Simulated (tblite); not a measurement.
4-chlorobenzoyl chloride, C7H4Cl2O.
Numbering: `[O:1]=[C:2]([Cl:3])[c:4]1[cH:5][cH:6][c:7]([Cl:8])[cH:9][cH:10]1` (hydrogens: H11 on C5; H12 on C6; H13 on C9; H14 on C10)

Computed with GFN2-xTB (tblite), gas phase: L-BFGS steps from a force-field or distance-geometry start until the largest atomic force falls under 0.01 eV/Å.

Step 2: E = -821.4134 eV
```
atom  x, y, z in Å  |  force x, y, z in eV/Å
O1      2.8187    1.3582   -0.6377   -0.111  -1.130   0.010
C2      2.2923    0.2813   -0.5081    0.442   1.454  -0.045
Cl3     3.2820   -1.2036   -0.6735   -0.375   0.444   0.048
C4      0.8753    0.1155   -0.1993   -0.270   0.022   0.108
C5      0.3150   -1.1443   -0.0391   -0.116  -0.152  -0.069
C6     -1.0241   -1.2784    0.2446   -0.351   0.015   0.109
C7     -1.8235   -0.1500    0.3899   -0.110   0.065   0.059
Cl8    -3.4954   -0.3398    0.7607    0.049  -0.004  -0.025
C9     -1.2950    1.1293    0.2525    0.259  -0.210  -0.046
C10     0.0501    1.2496   -0.0394    0.124  -0.334  -0.074
H11     0.9410   -2.0097   -0.1594   -0.003  -0.159   0.024
H12    -1.4809   -2.2463    0.3678    0.066  -0.100  -0.017
H13    -1.9170    2.0072    0.3721    0.087  -0.162  -0.020
H14     0.4607    2.2305   -0.1532    0.306   0.251  -0.062
```

Step 3: E = -821.4399 eV
```
atom  x, y, z in Å  |  force x, y, z in eV/Å
O1      2.8225    1.3526   -0.6389    0.197  -0.286  -0.064
C2      2.2924    0.2920   -0.5072    0.017   0.594   0.047
Cl3     3.2770   -1.1977   -0.6729   -0.328   0.346   0.044
C4      0.8718    0.1157   -0.1979   -0.023  -0.146   0.047
C5      0.3140   -1.1466   -0.0403   -0.266  -0.098  -0.016
C6     -1.0296   -1.2782    0.2462   -0.039  -0.008   0.033
C7     -1.8252   -0.1491    0.3908   -0.086   0.020   0.052
Cl8    -3.4946   -0.3399    0.7603   -0.013   0.011  -0.009
C9     -1.2915    1.1264    0.2519    0.103  -0.088  -0.018
C10     0.0521    1.2445   -0.0405    0.124   0.142  -0.071
H11     0.9410   -2.0118   -0.1590   -0.022  -0.144   0.022
H12    -1.4799   -2.2476    0.3675    0.017  -0.129  -0.004
H13    -1.9157    2.0049    0.3718    0.129  -0.189  -0.029
H14     0.4651    2.2343   -0.1541    0.191  -0.026  -0.033
```

Step 4: E = -821.4583 eV
```
atom  x, y, z in Å  |  force x, y, z in eV/Å
O1      2.8329    1.3481   -0.6420    0.371   0.517  -0.106
C2      2.2891    0.3072   -0.5046   -0.261  -0.288   0.095
Cl3     3.2660   -1.1857   -0.6714   -0.237   0.167   0.037
C4      0.8699    0.1116   -0.1960    0.002   0.068   0.017
C5      0.3069   -1.1507   -0.0414    0.019  -0.064  -0.034
C6     -1.0338   -1.2783    0.2481   -0.086  -0.101   0.025
C7     -1.8288   -0.1482    0.3927    0.050  -0.032   0.016
Cl8    -3.4942   -0.3396    0.7598   -0.087   0.028   0.011
C9     -1.2873    1.1228    0.2511    0.081  -0.009  -0.021
C10     0.0565    1.2457   -0.0430    0.029   0.038  -0.021
H11     0.9403   -2.0164   -0.1582   -0.119  -0.054   0.031
H12    -1.4788   -2.2515    0.3673   -0.007  -0.085   0.002
H13    -1.9117    1.9986    0.3709    0.090  -0.109  -0.023
H14     0.4723    2.2358   -0.1554    0.154  -0.078  -0.028
```

Step 5: E = -821.4664 eV
```
atom  x, y, z in Å  |  force x, y, z in eV/Å
O1      2.8418    1.3499   -0.6447    0.185   0.450  -0.057
C2      2.2859    0.3143   -0.5024   -0.118  -0.269   0.043
Cl3     3.2566   -1.1769   -0.6701   -0.177   0.064   0.032
C4      0.8684    0.1114   -0.1947    0.037   0.016  -0.003
C5      0.3043   -1.1540   -0.0426   -0.006   0.072  -0.002
C6     -1.0380   -1.2801    0.2495    0.075  -0.087  -0.021
C7     -1.8298   -0.1483    0.3939    0.075  -0.046   0.003
Cl8    -3.4953   -0.3391    0.7598   -0.087   0.046   0.015
C9     -1.2835    1.1208    0.2503    0.004  -0.013  -0.007
C10     0.0589    1.2458   -0.0445   -0.001   0.084   0.002
H11     0.9379   -2.0194   -0.1573   -0.116  -0.058   0.023
H12    -1.4783   -2.2547    0.3671   -0.042  -0.096   0.011
H13    -1.9083    1.9938    0.3701    0.054  -0.043  -0.018
H14     0.4787    2.2359   -0.1566    0.116  -0.120  -0.022
```

Task: Estimate the geometry and energy of step 6. (The exact step hangs on the optimiser's Hessian estimate; all steps are aligned on step 5, rigid shifts and turns removed.)

Result: E = -821.4718 eV, largest force 0.183 eV/Å
```
atom  x, y, z in Å  |  force x, y, z in eV/Å
O1      2.8499    1.3551   -0.6473   -0.084   0.162   0.016
C2      2.2842    0.3200   -0.5006    0.076  -0.036  -0.025
Cl3     3.2454   -1.1685   -0.6684   -0.098  -0.027   0.023
C4      0.8675    0.1112   -0.1935    0.070   0.074  -0.020
C5      0.3017   -1.1548   -0.0436    0.072   0.045   0.006
C6     -1.0396   -1.2830    0.2502    0.051  -0.064  -0.022
C7     -1.8293   -0.1492    0.3949    0.052  -0.081  -0.003
Cl8    -3.4977   -0.3376    0.7599   -0.033   0.058   0.007
C9     -1.2803    1.1184    0.2496   -0.037  -0.007   0.003
C10     0.0608    1.2470   -0.0456   -0.008   0.018   0.017
H11     0.9338   -2.0232   -0.1562   -0.127  -0.012   0.019
H12    -1.4788   -2.2593    0.3673   -0.032  -0.055   0.008
H13    -1.9047    1.9894    0.3691    0.009   0.018  -0.010
H14     0.4863    2.2340   -0.1580    0.090  -0.095  -0.020
```

The energy changes by -0.0054 eV. The first-order estimate −F·Δx gives -0.0086 eV and the mean of the old and new forces, exact on a quadratic surface, -0.0054 eV. The step makes an angle of 58° with the force vector and moves no atom by more than 0.014 Å.

What follows is the cost of the whole relaxation. Time: 0.25 s of wall time. Hardware: Intel Xeon Platinum 8375C at 2.90 GHz, one thread, no GPU, shared host with 96 logical CPUs at a one-minute load of 36.
